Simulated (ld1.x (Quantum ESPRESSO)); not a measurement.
## silicon, TM: configuration errors across variants

```
Element                 : silicon
Generator               : ld1.x (Quantum ESPRESSO) 7.5
Type                    : norm-conserving Troullier–Martins (Kleinman–Bylander form)
Functional              : PW91
Relativity              : non-relativistic
Frozen core             : [Ne]
Valence charge          : 4
Reference configuration : 3s1 3p0 (charge +3)
Partial waves           : 3s (bound): rc 1.70 bohr; 3p (bound, empty): rc 1.65 bohr
Local potential         : all-electron potential smoothed inside 1.25 bohr (lloc = -1)
Core correction         : none
```

All-electron excitation energies from the reference (eV): (1) 3s2 3p2 -57.831; (2) 3s2 3p1 -50.038; (3) 3s2 3p0 -33.972; (4) 3s2 3p2.3 -58.774; (5) 3s1 3p2 -42.663; (6) 3s0 3p4 -44.149; (7) 3s1 3p3 -51.063.

Errors AE − PS in meV (a dash: test not solved or not reliable):

| change | (1) | (2) | (3) | (4) | (5) | (6) | (7) | bound ghosts |
| --- | --- | --- | --- | --- | --- | --- | --- | --- |
| base | +178 | +144 | +80 | +182 | +93 | +75 | +123 | none |
| core correction a·sin(br)/r model core inside 0.70 bohr | +124 | +80 | +26 | +132 | +66 | +87 | +103 | none |
| core correction a·sin(br)/r model core inside 0.92 bohr | +126 | +81 | +27 | +134 | +66 | +87 | +104 | none |
| core correction a·sin(br)/r model core inside 1.00 bohr | +129 | +84 | +29 | +137 | +68 | +88 | +106 | none |
| core correction a·sin(br)/r model core inside 1.46 bohr | +150 | +106 | +46 | +157 | +84 | +100 | +123 | none |
| core correction a·sin(br)/r model core inside 1.60 bohr | +127 | +92 | +43 | +132 | +69 | +77 | +100 | none |
| core correction a·sin(br)/r model core inside 1.78 bohr | +130 | +101 | +53 | +134 | +66 | +60 | +92 | none |
| core correction a·sin(br)/r model core inside 2.02 bohr | +147 | +120 | +67 | +150 | +74 | +57 | +98 | none |

Task: Give the same row for: core correction a·sin(br)/r model core inside 1.26 bohr.

Result: +171, +120, +51, +179, +91, +105, +135; bound ghosts: none.
